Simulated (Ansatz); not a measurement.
C2H4OSi, SMILES `C=C1O[SiH2]1`. The species carries charge 0 and has multiplicity 1. All single points use the PBE0-D4/def2-TZVP geometry.

```xyz
8

C     0.823    1.278   -0.603
C     0.140    0.296   -0.051
O    -0.570    0.256    1.158
Si   -0.667   -1.232    0.361
H     1.313    1.124   -1.555
H     0.906    2.245   -0.120
H     0.045   -2.363    0.990
H    -1.990   -1.604   -0.180
```

What is the dipole moment at ωB97M-V/def2-TZVPP? (Best estimate.)

The calculation gave: 2.13 D, with components (-0.27, -1.96, -0.81) D in this frame, pointing from negative to positive charge.

And with PBE, r2SCAN, B3LYP? (An estimate is asked.)

Computed: PBE 1.82 D, r2SCAN 1.91 D, B3LYP 2.08 D.

Give the Mulliken charges with ωB97M-V, B3LYP, PBE in def2-TZVPP. (Best estimate.)

The calculation gave: 
| atom | ωB97M-V | B3LYP | PBE |
| --- | --- | --- | --- |
| C1 | -0.25 | -0.26 | -0.23 |
| C2 | 0.07 | 0.11 | 0.08 |
| O3 | -0.37 | -0.37 | -0.29 |
| Si4 | 0.37 | 0.43 | 0.35 |
| H5 | 0.10 | 0.10 | 0.10 |
| H6 | 0.10 | 0.11 | 0.09 |
| H7 | -0.01 | -0.05 | -0.05 |
| H8 | -0.01 | -0.05 | -0.05 |

B3LYP here is the variant with VWN-RPA as its local correlation; programs differ in this.
